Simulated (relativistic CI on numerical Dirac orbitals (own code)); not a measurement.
V2+ (3d3) in a crystal field

Calculated by Dirac-Coulomb-Breit CI, KLI orbitals optimised for each configuration, QED by a radiative potential, valence Slater integrals scaled by 0.7, one configuration in a parametric crystal field (own radial code).

Field parameters in Wybourne normalisation: Td as Oh with Dq negative (B⁴₀ = 21Dq, B⁴₄ = √(5/14) B⁴₀). The field is a parameter set, without covalency.

S is read from ⟨S²⟩ = S(S + 1).

Site symmetry Td; labels are those of the double group. Computed levels in cm⁻¹ above the lowest, in rising order:

| Δ (size of 10Dq) | Lowest | No. 2 | No. 3 | No. 4 | No. 5 | No. 6 | No. 7 | No. 8 |
| --- | --- | --- | --- | --- | --- | --- | --- | --- |
| 1450 | Γ8 | 30 Γ7 | 201 Γ8 | 322 Γ6 | 1281 Γ7 | 1300 Γ8 | 1381 Γ6 | 1403 Γ8 |
| 2600 | Γ8 | 20 Γ7 | 195 Γ8 | 310 Γ6 | 2246 Γ7 | 2270 Γ8 | 2345 Γ6 | 2357 Γ8 |
| 3750 | Γ8 | 16 Γ7 | 191 Γ8 | 303 Γ6 | 3246 Γ7 | 3271 Γ8 | 3345 Γ6 | 3352 Γ8 |
| 4900 | Γ8 | 14 Γ7 | 188 Γ8 | 298 Γ6 | 4270 Γ7 | 4296 Γ8 | 4369 Γ6 | 4374 Γ8 |
| 6050 | Γ8 | 14 Γ7 | 186 Γ8 | 294 Γ6 | 5312 Γ7 | 5338 Γ8 | 5412 Γ6 | 5414 Γ8 |
| 7200 | Γ8 | 14 Γ7 | 184 Γ8 | 291 Γ6 | 5147 Γ8 | 6370 Γ7 | 6395 Γ8 | 6470 Γ6 |
| 8400 | Γ8 | 16 Γ7 | 183 Γ8 | 288 Γ6 | 3980 Γ8 | 7486 Γ7 | 7510 Γ8 | 7587 Γ6 |
| 9550 | Γ8 | 19 Γ7 | 184 Γ8 | 288 Γ6 | 2859 Γ8 | 8567 Γ7 | 8588 Γ8 | 8668 Γ6 |
| 10700 | Γ8 | 28 Γ7 | 190 Γ8 | 294 Γ6 | 1745 Γ8 | 9658 Γ7 | 9673 Γ8 | 9759 Γ6 |
| 11850 | Γ8 | 68 Γ7 | 225 Γ8 | 331 Γ6 | 694 Γ8 | 10758 Γ8 | 10768 Γ7 | 10794 Γ6 |
| 13000 | Γ8 | 646 Γ7 | 698 Γ8 | 814 Γ8 | 905 Γ6 | 11440 Γ6 | 11544 Γ8 | 11863 Γ7 |
| 14150 | Γ8 | 1744 Γ7 | 1761 Γ8 | 1905 Γ8 | 2001 Γ6 | 12513 Γ6 | 12614 Γ8 | 12975 Γ7 |

Ground-state S against |10Dq| in cm⁻¹: 1450: 1.50, 2600: 1.50, 3750: 1.50, 4900: 1.50, 6050: 1.50, 7200: 1.50, 8400: 1.50, 9550: 1.50, 10700: 1.49, 11850: 1.43, 13000: 0.63, 14150: 0.52.

The spin changes between |10Dq| = 11850 and 13000 cm⁻¹.
